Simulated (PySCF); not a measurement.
Ligands exchanged one at a time, B CH3-OH. All species are isolated molecules in the gas phase. One relaxed conformer stands for each flexible species; it need not be the lowest. Strings in code marks are SMILES.

Calculation: PySCF with B3LYP-D3(BJ)/def2-TZVP // PBE0-D3(BJ)/def2-TZVP. B3LYP has the VWN-RPA correlation part, as in Gaussian. Delta-SCF ions had no search for a lower state. Excitations are Tamm–Dancoff values on a coarser integration grid. The basis has no diffuse functions, so Rydberg states are missing or too high.

```json
[
 {"species": "0 of 3 CH3 replaced by OH (`CB(C)C`)", "vertical ionisation energy (Delta-SCF) (eV)": "10.63", "HOMO–LUMO gap (eV)": "7.95", "S1 excitation (TDA) (eV)": "___", "S1 oscillator strength": "0.000", "HOMO (eV)": "-8.30"},
 {"species": "1 of 3 CH3 replaced by OH (`CB(C)O` (C–B–O–H torsion 178°))", "vertical ionisation energy (Delta-SCF) (eV)": "10.65", "HOMO–LUMO gap (eV)": "___", "S1 excitation (TDA) (eV)": "7.19", "S1 oscillator strength": "___", "HOMO (eV)": "-8.21"},
 {"species": "2 of 3 CH3 replaced by OH (`CB(O)O` (O–B–O–H torsion 0°, O–B–O–H torsion 180°))", "vertical ionisation energy (Delta-SCF) (eV)": "11.75", "HOMO–LUMO gap (eV)": "9.18", "S1 excitation (TDA) (eV)": "8.03", "S1 oscillator strength": "___", "HOMO (eV)": "-8.91"},
 {"species": "3 of 3 CH3 replaced by OH", "vertical ionisation energy (Delta-SCF) (eV)": "___", "HOMO–LUMO gap (eV)": "8.62", "S1 excitation (TDA) (eV)": "7.54", "S1 oscillator strength": "0.001", "HOMO (eV)": "-8.90"}
]
```

Question: Fill in the missing entries.

Answer: 
- 0 of 3 CH3 replaced by OH (`CB(C)C`), S1 excitation (TDA) (eV): 6.48
- 1 of 3 CH3 replaced by OH (`CB(C)O` (C–B–O–H torsion 178°)), HOMO–LUMO gap (eV): 8.55
- 1 of 3 CH3 replaced by OH (`CB(C)O` (C–B–O–H torsion 178°)), S1 oscillator strength: 0.000
- 2 of 3 CH3 replaced by OH (`CB(O)O` (O–B–O–H torsion 0°, O–B–O–H torsion 180°)), S1 oscillator strength: 0.001
- 3 of 3 CH3 replaced by OH, vertical ionisation energy (Delta-SCF) (eV): 11.80
